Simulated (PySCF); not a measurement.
## CdO: frontier orbitals

revPBE at R = 2.101 Å; basis Cd cc-pVDZ-PP with ECP28, O cc-pVDZ; scalar-relativistic core potentials; PySCF 2.14. State: ³Π (triplet), unpaired electrons σ ↑, π ↑. Only the outer orbitals are listed, counted within each symmetry, core potentials removing the inner ones.

```json
{"spin": "α", "orbital": "3π", "occ.": "1", "ε (eV)": "-8.45", "on Cd (%)": "5", "main shells (%)": "95 O p"}
{"spin": "α", "orbital": "6σ", "occ.": "1", "ε (eV)": "-8.23", "on Cd (%)": "33", "main shells (%)": "66 O p, 26 Cd s"}
{"spin": "α", "orbital": "3π", "occ.": "1", "ε (eV)": "-6.56", "on Cd (%)": "6", "main shells (%)": "94 O p"}
{"spin": "α", "orbital": "7σ", "occ.": "1", "ε (eV)": "-5.40", "on Cd (%)": "81", "main shells (%)": "67 Cd s, 19 O p, 13 Cd p"}
{"spin": "α", "orbital": "4π", "occ.": "0", "ε (eV)": "-1.47", "on Cd (%)": "98", "main shells (%)": "98 Cd p"}
{"spin": "α", "orbital": "4π", "occ.": "0", "ε (eV)": "-1.31", "on Cd (%)": "96", "main shells (%)": "96 Cd p"}
{"spin": "α", "orbital": "8σ", "occ.": "0", "ε (eV)": "0.09", "on Cd (%)": "99", "main shells (%)": "91 Cd p"}
{"spin": "β", "orbital": "6σ", "occ.": "1", "ε (eV)": "-7.06", "on Cd (%)": "47", "main shells (%)": "52 O p, 43 Cd s"}
{"spin": "β", "orbital": "3π", "occ.": "1", "ε (eV)": "-5.73", "on Cd (%)": "8", "main shells (%)": "92 O p"}
{"spin": "β", "orbital": "3π", "occ.": "0", "ε (eV)": "-4.82", "on Cd (%)": "11", "main shells (%)": "89 O p, 9 Cd p"}
{"spin": "β", "orbital": "7σ", "occ.": "0", "ε (eV)": "-4.18", "on Cd (%)": "67", "main shells (%)": "52 Cd s, 33 O p, 13 Cd p"}
{"spin": "β", "orbital": "4π", "occ.": "0", "ε (eV)": "-0.89", "on Cd (%)": "95", "main shells (%)": "94 Cd p"}
```

Task: Which are the highest filled and the lowest empty level, where do they sit, and how wide is the gap?

Result: Highest filled α 7σ at -5.40 eV (in %: 67 Cd s, 19 O p, 13 Cd p); lowest empty β 3π at -4.82 eV (in %: 89 O p, 9 Cd p); the gap at revPBE is 0.58 eV.

* bond order (Mayer): 0.98
* ⟨S²⟩: 2.007
* charge on Cd (Mulliken, basis-dependent): 0.30
* charge on Cd (Löwdin, basis-dependent): 0.21
* dipole moment (positive dipole means Cd(−)O(+)): -1.87 D

Spin–orbit coupling is left out. The state was picked by a PBE0 search and need not be the measured ground state.
